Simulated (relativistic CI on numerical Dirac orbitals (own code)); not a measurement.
# One change at a time: K7+

Base calculation: Dirac-Coulomb-Breit CI, separate exchange-only KLI orbitals for each configuration, model QED, unscaled Slater integrals.

Configurations in the expansion (outside the closed core [Ne]): 3s2, 3s 3p, 3p2, 3s 3d, 3d2, 3p 3d, 3p 4s, 3s 4s, 3s 4p, 3d 4s, 3s 4d, 3s 4f, 3s 5s, 3s 5p, 3s 5d, 4s2. Levels of other configurations are missing.

The lowest level and the first level of each name with at least 55 % of one term (blank where a level has no safe partner in the second run):

| Level | Base (cm⁻¹) | Shift (cm⁻¹) |
| --- | --- | --- |
| 3s2 1S_0 | 0 | 0 |
| 3s 3p 3P°_0 | 126650 | -115 |
| 3s 3p 3P°_1 | 127754 | -61 |
| 3s 3p 3P°_2 | 130096 | +37 |
| 3s 3p 1P°_1 | 195687 | +11 |
| 3p2 1D_2 | 299320 | +16 |
| 3p2 3P_0 | 305102 | -131 |
| 3p2 3P_1 | 306426 | -73 |
| 3p2 3P_2 | 308933 | +50 |
| 3p2 1S_0 | 361828 | -10 |
| 3s 3d 3D_1 | 370184 | +167 |
| 3s 3d 3D_2 | 370247 | +199 |
| 3s 3d 3D_3 | 370350 | +238 |
| 3s 3d 1D_2 | 429348 | +167 |

At this charge configurations can still be misplaced by up to about 7 % of their energy. 55 of the 64 excited levels that our extract of the measured tables holds in this range could be paired (the sources list more); they are missed by 2871 cm⁻¹ on average and 15116 at most, and levels without a partner can miss by more.

Problem. One thing was changed in a second run, which moved the levels as shown. Which?
A. QED terms removed
B. configuration mixing switched off
C. non-relativistic limit
D. Breit term removed

Solution. D. Breit term removed. The Breit term mainly narrows fine-structure intervals, so removing it widens them.
